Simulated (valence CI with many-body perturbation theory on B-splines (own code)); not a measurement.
# Ca XVI: electric-dipole lines

Level of theory: configuration interaction combined with many-body perturbation theory (CI+MBPT): three valence electrons over a frozen Dirac-Fock core [He], a basis of 11 s, 11 p, 10 d, 8 f, 5 g, 2 h functions for each j, with the one-electron correlation potential Σ1, the two-electron term Σ2, the three-electron term Σ3, Breit, model QED; selected CI, second order for the rest, scaled by the run's own slope (own B-spline code, finite nucleus).

No measured levels were compared; by estimate levels of excited configurations hold to 0.05 to 0.15 % of their energy, terms of the ground configuration to about 0.5 %.

Lines 51 to 100 of 560 in falling wavelength, among levels below 816.83 eV, chosen from the strongest by gf and those to the six lowest levels. Wavelengths and rates use the calculated energies, so an error of 500 cm⁻¹ moves a line at 1556 Å by 0.78 % and its rate by three times that or more. Electric multipoles are in the length gauge, E1 and E2 with the static RPA response of the core. Weak lines are less certain than strong ones. Lines between different terms over intervals too small for the method are left out, as are lines whose strength nearly cancels. Where a level lies close to another of its J and parity, the split of strength between their lines is uncertain.

Names give the largest LS component (configuration and term), which can be under half, so a name can repeat, a term be missing and a line seem to break the LS rules; names also repeat where a configuration has a term twice. Letters in brackets count levels of one name in rising energy.

```tsv
λ vac (Å)	Upper	Lower	A (s⁻¹)	S (a.u.)
1556	2s.2p.4p 2S_1/2 [a]	2s.2p.4s 2P°_3/2 [a]	3.15e+08	1.17e+00
1078	2s.2p.3d 4D°_7/2	2s.2p.3p 4P_5/2	1.42e+08	7.05e-01
1074	2p2.3p 2D°_5/2 [a]	2p2.3s 2P_3/2	1.34e+08	4.90e-01
1046	2p2.3d 4F_9/2	2p2.3p 4D°_7/2	2.82e+08	1.59e+00
1010	2p2.3d 4F_7/2	2p2.3p 4D°_5/2	2.99e+08	1.22e+00
1006	2p2.3d 2G_9/2	2p2.3p 2F°_7/2	3.60e+08	1.81e+00
987.1	2s.2p.3d 4F°_9/2	2s.2p.3p 4D_7/2	2.96e+08	1.41e+00
982.7	2p2.3d 2G_7/2	2p2.3p 2F°_5/2	3.74e+08	1.40e+00
979.6	2p2.3d 4F_5/2	2p2.3p 4D°_3/2	2.99e+08	8.33e-01
970.1	2p2.3p 2F°_5/2	2p2.3s 2D_3/2	3.93e+08	1.06e+00
967.1	2p2.3d 2F_7/2 [a]	2p2.3p 2D°_5/2 [a]	2.99e+08	1.07e+00
965.4	2p2.3d 2D_5/2 [c]	2p2.3p 2P°_3/2 [c]	3.87e+08	1.03e+00
962.4	2p2.3d 2F_5/2 [b]	2p2.3p 2D°_3/2 [a]	2.75e+08	7.27e-01
958.3	2p2.3d 2F_7/2 [b]	2p2.3p 2D°_5/2 [b]	2.96e+08	1.03e+00
955.9	2s.2p.3d 4F°_7/2	2s.2p.3p 4D_5/2	3.02e+08	1.04e+00
950.2	2p2.3d 4D_7/2	2p2.3p 4P°_5/2	2.83e+08	9.57e-01
937.4	2p2.3d 2F_5/2 [a]	2p2.3p 4P°_3/2	2.62e+08	6.39e-01
936.7	2s.2p.3d 2F°_7/2 [b]	2s.2p.3p 2D_5/2 [b]	2.90e+08	9.40e-01
900.9	2s.2p.3d 4F°_5/2	2s.2p.3p 4D_3/2	2.66e+08	5.76e-01
893.0	2p2.3d 2D_3/2 [c]	2p2.3p 2P°_1/2 [c]	4.08e+08	5.73e-01
884.5	2s.2p.3d 2F°_5/2 [b]	2s.2p.3p 2D_3/2 [b]	2.32e+08	4.75e-01
880.6	2p2.3p 4D°_7/2	2p2.3s 4P_5/2	5.69e+08	1.53e+00
875.1	2p2.3p 4D°_3/2	2p2.3s 4P_1/2	3.69e+08	4.89e-01
874.8	2p2.3p 4D°_5/2	2p2.3s 4P_3/2	5.10e+08	1.01e+00
874.7	2p2.3p 2F°_7/2	2p2.3s 2D_5/2	6.36e+08	1.68e+00
873.6	2p2.3p 4P°_5/2	2p2.3s 4P_5/2	3.89e+08	7.69e-01
827.9	2s.2p.3d 2D°_5/2 [b]	2s.2p.3p 2P_3/2 [b]	2.81e+08	4.73e-01
814.4	2s2.3d 2D_5/2	2s2.3p 2P°_3/2	4.70e+08	7.51e-01
795.6	2s.2p.3p 2D_5/2 [a]	2s.2p.3s 2P°_3/2 [a]	5.89e+08	8.79e-01
793.9	2s.2p.3d 4P°_5/2 [a]	2s.2p.3p 2P_3/2 [a]	2.68e+08	3.97e-01
782.4	2s.2p.3p 4D_7/2	2s.2p.3s 4P°_5/2	7.10e+08	1.34e+00
777.2	2s.2p.3p 2D_3/2 [a]	2s.2p.3s 2P°_1/2 [a]	3.79e+08	3.51e-01
769.1	2s2.3d 2D_3/2	2s2.3p 2P°_1/2	4.59e+08	4.12e-01
767.1	2s.2p.3p 4D_5/2	2s.2p.3s 4P°_3/2	6.26e+08	8.36e-01
759.0	2p2.3p 2P°_3/2 [c]	2p2.3s 2S_1/2	7.88e+08	6.80e-01
758.6	2s.2p.3p 2D_5/2 [b]	2s.2p.3d 4D°_3/2	2.76e+08	3.56e-01
754.3	2s.2p.3p 2D_5/2 [b]	2s.2p.3s 2P°_3/2 [b]	3.26e+08	4.15e-01
741.4	2p2.3d 4P_5/2	2p2.3p 4P°_5/2	3.45e+08	4.16e-01
732.0	2s.2p.3p 2P_3/2 [b]	2s.2p.3s 2P°_1/2 [b]	4.49e+08	3.47e-01
717.6	2s2.3p 2P°_3/2	2s2.3s 2S_1/2	8.28e+08	6.04e-01
709.0	2s.2p.3d 2F°_7/2 [a]	2s.2p.3p 2D_5/2 [a]	7.85e+08	1.10e+00
706.4	2s.2p.3d 2F°_5/2 [a]	2s.2p.3p 2D_3/2 [a]	6.68e+08	6.97e-01
697.2	2p2.3d 2D_5/2 [a]	2p2.3p 2P°_3/2 [a]	4.61e+08	4.62e-01
682.0	2p2.3p 2D°_5/2 [b]	2p2.3s 2D_5/2	8.63e+08	8.10e-01
650.3	2s.2p.3p 4P_3/2	2s.2p.3s 4P°_5/2	9.65e+08	5.24e-01
639.1	2s.2p.3p 4S_3/2	2s.2p.3s 4P°_3/2	5.98e+08	3.08e-01
622.1	2s.2p.3p 4P_5/2	2s.2p.3s 4P°_5/2	1.13e+09	8.03e-01
619.7	2p2.3p 4S°_3/2	2p2.3s 4P_5/2	8.05e+08	3.78e-01
616.1	2s.2p.3p 4P_1/2	2s.2p.3s 4P°_3/2	1.34e+09	3.10e-01
549.4	2p2.3p 2D°_5/2 [b]	2p2.3s 2P_3/2	9.55e+08	4.69e-01
```
